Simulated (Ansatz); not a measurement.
Input for Ansatz (a quantum-chemistry and plane-wave program): R-PBE/cc-pVTZ on BeH3N (SMILES [BeH][NH2]), a point of a bond scan (R = 1.008 Å).

Ansatz 0.2 input:
```yaml
crystal:
  periodic: [false, false, false]
  atoms:
    - {symbol: Be, position_ang: [-0.55549601, -0.10298035, -0.76701060]}
    - {symbol: H, position_ang: [-1.33100906, -0.24674845, -1.83781348]}
    - {symbol: N, position_ang: [0.31947459, 0.05922564, 0.44112000]}
    - {symbol: H, position_ang: [1.04517147, -0.58110465, 0.72325404]}
    - {symbol: H, position_ang: [0.27149950, 0.82519504, 1.09476189]}
basis:
  gaussian:
    orbitals: cc-pVTZ
    pivot_positions_ang: [[-0.55549601, -0.10298035, -0.76701060], [-1.33100906, -0.24674845, -1.83781348], [0.31947459, 0.05922564, 0.44112000], [1.04517147, -0.58110465, 0.72325404], [0.27149950, 0.82519504, 1.09476189]]
hamiltonian:
  xc: {name: PBE}
scf: {lower_state_search: off}
output: {orbitals: {seedname: ./end}}
```

The log:

```
WARN ansatz: RAYON_NUM_THREADS=1 ignored (pool sized by the plan → 1); use --threads N
Functional definition: PBE
these checks for a lower state are left out or cut short: stability, starts, cluster_reference, orbital_swaps, neighbouring_geometries, increment
integrals: 0.02 GiB planned
517 factors; their error is unknown
mean field: 0.20 GiB planned
mean field evaluation 1: about -1928.6890 eV, gradient 7.3e1 eV
mean field evaluation 2: about -1889.5128 eV, gradient 1.3e2 eV
mean field evaluation 4: about -1938.5684 eV, gradient 4.7e0 eV
mean field evaluation 8: about -1938.6365 eV, gradient 2.0e-1 eV
mean field evaluation 16: about -1938.6366 eV, gradient 8.0e-6 eV
mean field -1938.63656428 eV, -71.2435796821 hartree, gradient 8.0e-6 eV, S^2 0.000000; 0 other end points of the search recorded, 0 dependent functions left out
reference -1938.63660553 eV, -71.2435811981 hartree; 7, 7 occupied and 95, 95 virtual orbitals, 517 factors
Total energy: -1938.63660553 eV, -71.2435811981 hartree
Checks for a lower state left out: stability, starts, cluster_reference, orbital_swaps, neighbouring_geometries, increment
```

The calculation finished and met its thresholds.

Cost: about 0.5 core-seconds (a rough figure).
